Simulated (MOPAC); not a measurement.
MOPAC input (PM7):

```
PM7 1SCF CHARGE=1 GEO-OK AUX(PRECISION=9) THREADS=1
F2Ga

Ga    0.30374815 1    0.11982264 1    0.09043944 1
F    -0.68066706 1    0.93279515 1   -1.13588949 1
F    -0.36557658 1   -1.34551759 1    0.82437587 1
```

**Question.** What heat of formation does the run end on, and which ionisation energy by Koopmans theorem?

**Answer.** 131.49 kcal/mol; 20.04 eV.
